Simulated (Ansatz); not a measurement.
```yaml
crystal:
  periodic: [false, false, false]
  atoms:
    - {symbol: O, position_ang: [-0.545250, 0.742575, -1.887075]}
    - {symbol: Si, position_ang: [-0.549876, 1.346060, -0.179863]}
    - {symbol: O, position_ang: [-0.504369, -0.020827, 0.704711]}
    - {symbol: Sn, position_ang: [0.901200, -1.342874, 0.958824]}
    - {symbol: H, position_ang: [-1.349677, 0.470652, -2.158454]}
    - {symbol: H, position_ang: [-1.840454, 2.017234, 0.061269]}
    - {symbol: H, position_ang: [0.692960, 2.146794, -0.272154]}
    - {symbol: H, position_ang: [0.083156, -2.631721, -0.113113]}
    - {symbol: H, position_ang: [0.600287, -1.867402, 2.586985]}
    - {symbol: H, position_ang: [2.267530, -0.852382, 0.397871]}
basis:
  gaussian: {orbitals: def2-mTZVP, fitting: {mean_field: cc-pVTZ-jkfit}}
hamiltonian: {xc: {name: wB97X}}
```

```sh
$ ansatz run in.yaml --threads 4 --pin off --events-out ev --progress --plain --max-ram 10444MiB
```

It prints (some lines left out):

```
Functional definition: wB97X
  name "wB97X"
  cite "Chai & Head-Gordon, J. Chem. Phys. 128, 084106 (2008) doi:10.1063/1.2834918"
  cite "Becke, J. Chem. Phys. 107, 8554 (1997) doi:10.1063/1.475007"
  parameter omega = 0.3/bohr
  parameter cx = 0.157706
  parameter cx1 = 0.726479
  parameter cx2 = 1.04760
  parameter cx3 = -5.70635
  parameter cx4 = 13.2794
  parameter css1 = -4.33879
  parameter css2 = 18.2308
  parameter css3 = -31.7430
  parameter css4 = 17.2901
  parameter cos1 = 2.37031
  parameter cos2 = -11.3995
  parameter cos3 = 6.58405
  parameter cos4 = -3.78132
  # The coefficients of nought are those of the uniform gas.
  exchange = spin_sum(e_x_unif_sr(omega)*poly(b97_u_x, 1 - cx, cx1, cx2, cx3, cx4)) + cx*exact_x_sr(omega)
      + exact_x_lr(omega)
  correlation = spin_sum(e_c_pw_same_spin*poly(b97_u_same, 1, css1, css2, css3, css4))
      + integral(e_c_pw_opposite_spin*poly(b97_u_opposite, 1, cos1, cos2, cos3, cos4))
Error: <dir> the basis set cc-pVTZ-JKFIT has no functions for Sn
```
